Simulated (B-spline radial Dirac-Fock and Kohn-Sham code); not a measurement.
# Photoelectron lines of Zr³⁺ at Ga Kα (9251.7 eV)

System: Zr³⁺, configuration [Kr] 4d1.

The run's input, task.json:

```json
{"items": [{
  "Z": 40,
  "q": 3,
  "cfg": [[1, 0, 2], [2, 0, 2], [2, 1, 6], [3, 0, 2], [3, 1, 6], [3, 2, 10], [4, 0, 2], [4, 1, 6], [4, 2, 1]],
  "A": 90,
  "rrms": 4.2694,
  "do": ["binding", "quiet", "photo", "scan"],
  "hv": [37.8, 60, 121.0, 200, 2790.0, 2984.4, 4000, 9251.7, 12000.0, 17479.3, 21700.0, 49100.0, 59318.2, 71500.0, 103000.0, 150000]
}]}
```

Command: `python xray_run.py task.json out`

Model: the independent-particle Dirac-Slater model, thresholds from Dirac-Fock. Program: an atomic code on a B-spline grid. The asymmetry parameter β is from the dipole term alone. Kinetic energies are from the vacuum level. Open shells are spread statistically over j, without multiplet splitting.

The last column is dσ/dΩ = σ/(4π) · [1 − (β/2) P₂(cos θ)] at θ = 90° from the beam of unpolarised light.

```csv
subshell,electrons,binding (eV),kinetic (eV),σ (kb),β,dσ/dΩ (kb/sr)
2s,2,2577.5,6674.2,?,?,?
2p1/2,2,2347.8,6903.9,2.48,1.22,0.257
2p3/2,4,2263.3,6988.4,4.36,1.24,0.455
3s,2,473.0,8778.7,0.791,2.00,0.0944
3p1/2,2,386.9,8864.8,0.372,1.14,0.0381
3p3/2,4,373.0,8878.7,0.657,1.16,0.0675
3d3/2,4,221.3,9030.4,0.0541,0.57,0.00492
3d5/2,6,218.9,9032.8,0.0757,0.55,0.00686
4s,2,93.70,9158.0,0.130,2.00,0.0155
4p1/2,2,67.34,9184.4,0.0522,1.13,0.00533
4p3/2,4,65.48,9186.2,0.0923,1.15,0.00945
4d3/2,0.4,33.43,9218.3,0.000517,0.56,4.69e-05
4d5/2,0.6,33.28,9218.4,0.000724,0.55,6.55e-05
```

Problem. What are σ and β for 2s?

Solution. σ = 4.54 kb, the largest of all subshells and 33 % of the total, and β = 2.00, which gives dσ/dΩ = 0.541 kb/sr.

Values without a named source are computed, but for edge energies of neutral atoms, which are taken from tables.
